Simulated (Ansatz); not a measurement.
A structure relaxed at r2SCAN-D4/def2-SVP in Ansatz, charge 0, singlet:

```xyz
7

B     0.178    0.706   -0.177
O    -0.153   -1.045   -0.114
H    -1.074   -1.125    0.183
H     0.395   -1.392    0.608
F     0.630    0.884   -1.425
F     1.088    0.797    0.823
F    -1.063    1.174    0.101
```

**Question.** Give its formula, name or SMILES and point group.

**Answer.** B(H2O)F3 (BOF3H2). Point group Cs (tolerance 0.1 Å).

**Question.** Summarise the bond lengths by kind (pairs closer than 1.2 times the sum of covalent radii, bridged metal pairs left out).

**Answer.** 3 × B–F 1.34 to 1.36 Å; 1 × B–O 1.78 Å; 2 × H–O 0.97 Å.
